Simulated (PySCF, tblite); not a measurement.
Calculations on `[H]/[C]=C1\[C@@H](C=O)[C@@H]1NC=O` [radical], in the order of a workflow; each names the level of the geometry that it ran on. Settings lines and outputs come from a driver script.

C₆H₆NO₂ (doublet state).
Atom-mapped SMILES: `[H]/[C:1]=[C:2]1\[C@@H:3]([CH:4]=[O:5])[C@@H:6]1[NH:7][CH:8]=[O:9]` (hydrogens: H10 on C1; H11 on C3; H12 on C4; H13 on C6; H14 on N7; H15 on C8)

Step 1: GFN2-xTB geometry optimisation, gas phase (tblite 0.8.0) (from a force-field or distance-geometry start)
```json
{"job": {"kind": "relax", "xc": "GFN2-xTB", "basis": "xTB"}, "charge": 0, "multiplicity": 2}
```
```
step      E/eV     max force
  0    -727.48933    5.009
  1    -727.68256    4.549
  2    -727.90693    1.774
...
120    -729.07024    0.010
121    -729.07024    0.013
122    -729.07025    0.012
123    -729.07026    0.011
124    -729.07027    0.008
```

Energy lowered by 36.5 kcal/mol over 124 steps; largest atomic force 0.008 eV/Å at the end. «max force» is the largest atomic force in eV/Å.

Step 2: GFN2-xTB harmonic vibrations, gas phase (tblite 0.8.0) (on the GFN2-xTB geometry)
```json
{"job": {"kind": "ir", "xc": "GFN2-xTB", "basis": "xTB"}, "charge": 0, "multiplicity": 2}
```
```
(table of modes left out)
```

39 modes from 40 to 3450 cm⁻¹ (unscaled, harmonic); zero-point energy 64.9 kcal/mol; all wavenumbers are real at this level.

Step 3: UKS B3LYP, pcH-1 on C H N O, non-relativistic, mean-field spin-orbit, GIAO (PySCF 2.14.0) (on the GFN2-xTB geometry)
```json
{"job": {"kind": "epr", "basis": "pcH-1"}, "charge": 0, "multiplicity": 2}
```
```
...
E = -437.31947034 Eh   <S^2> = 0.7621 (exact 0.7500)
g shifts (ppm)      1          2          3
  rmc          -169       -169       -169
  gc             17         17          6
  oz_so        -488        770       1241
  total        -640        618       1078
hyperfine (MHz)  atom isotope    a_iso     a_fc   dipolar eigenvalues
    0   13C     147.40     147.40    -70.58    -53.79    124.36
    1   13C     -23.77     -23.77    -10.04     -7.39     17.44
    2   13C      68.02      68.02    -19.57    -19.38     38.96
    3   13C      -5.77      -5.77     -4.06     -0.00      4.07
    4   17O      -5.66      -5.66    -24.26     10.94     13.32
    5   13C      40.26      40.26    -12.18    -11.77     23.94
    6   14N       0.01       0.01     -0.62     -0.48      1.10
    7   13C       0.74       0.74     -0.62     -0.26      0.88
    8   17O      -0.73      -0.73     -2.69      1.18      1.51
    9    1H     -24.68     -24.68    -30.11     -2.64     32.75
   10    1H     -16.09     -16.09     -8.89     -0.72      9.61
   11    1H      -0.80      -0.80     -1.86     -1.17      3.03
   12    1H      -3.52      -3.52     -5.31     -1.25      6.56
   13    1H      -0.49      -0.49     -1.51     -1.11      2.62
   14    1H      -0.64      -0.64     -0.84     -0.56      1.40
```

⟨S²⟩ 0.762; g_iso 2.0027. rmc, gc and oz_so are the mass-correction, gauge-correction and orbital-Zeeman/spin–orbit parts of the g shift along its three principal axes; a_iso is the isotropic hyperfine coupling and a_fc its Fermi-contact part. The log counts atoms from 0, this text from 1.

Q: Which step took the most CPU time, and about what did each take on an Arm Neoverse V2 with one thread (shared host)?

A: Step 3, about 99 % of the total. CPU time by step: 1: 0.68 s, 2: 0.43 s, 3: 77 s.

Geometry of the electronic-property runs (GFN2-xTB):
```
atom  x, y, z in Å
C1    -0.784    2.335    0.176
C2    -0.570    1.113    0.110
C3    -0.978   -0.346    0.580
C4    -2.229   -0.867    0.053
O5    -3.115   -1.325    0.738
C6     0.209   -0.081   -0.299
N7     1.524   -0.260    0.203
C8     2.559   -0.584   -0.611
O9     2.469   -0.777   -1.794
H10   -1.296    3.217    0.441
H11   -0.813   -0.507    1.639
H12   -2.325   -0.796   -1.046
H13    0.155   -0.364   -1.346
H14    1.682   -0.086    1.183
H15    3.506   -0.665   -0.050
```

 (This holds for the electronic-property runs.)

One conformer stands for the species.
